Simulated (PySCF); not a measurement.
Input for PySCF: R-HF/STO-3G on CH4 (SMILES C).

```python
from pyscf import gto, scf, dft, mp
from pyscf.data.elements import chemcore

mol = gto.M(
    atom='''
    C    -0.15336261    0.00769633    0.50165237
    H    -1.19013570   -0.28098279    0.67117917
    H     0.23125696   -0.51924718   -0.37070525
    H    -0.10186628    1.08184932    0.32642937
    H     0.44208083   -0.24752226    1.37654743
    ''',
    basis='sto-3g',
    charge=0, spin=0, verbose=3, max_memory=1800)
mf = scf.RHF(mol)
mf.conv_tol = 1e-8
mf.max_cycle = 100
mf.kernel()
if not mf.converged:
    mf = mf.newton().run(mf.mo_coeff, mf.mo_occ)
```

Question: Give the final energy of this run.

Answer: -39.7267 hartree.
